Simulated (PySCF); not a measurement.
# How good is the calculation?

Atom-mapped SMILES (the numbers label the heavy atoms): `[F:1][c:2]1[cH:3][cH:4][c:5]([F:6])[c:7]([F:8])[cH:9]1`; H(Xn) means a hydrogen on atom n.

PySCF calculation with geometry: PBE0-D3(BJ)/def2-SVP and PBE0/pcSseg-2 with gauge-including orbitals; a single conformation, no solvent, non-relativistic.

Reference values: measured (G. Saielli, R. Bini, A. Bagno, Computational 19F NMR. 2. Organic compounds, RSC Adv. 2014, ESI (exp. from Berger-Braun-Kalinowski 1994 and Everett 1995)).
```json
{"atoms": "F1", "quantity": "δ ¹⁹F vs CFCl3", "reference": "-116.0", "computed": "-118.2"}
{"atoms": "F8", "quantity": "δ ¹⁹F vs CFCl3", "reference": "-133.8", "computed": "-134.7"}
{"atoms": "F6", "quantity": "δ ¹⁹F vs CFCl3", "reference": "-143.8", "computed": "-147.6"}
```

Computed shifts are σ(ref) − σ with the named reference compound (TMS for H and C) calculated as an isolated molecule at the same level.

Task: How far are the unscaled ¹⁹F shifts from the references?

Result: Mean signed difference -2.30 ppm, mean absolute 2.30 ppm over 3 comparisons; the largest is -3.8 ppm at F6 (aryl fluorine).
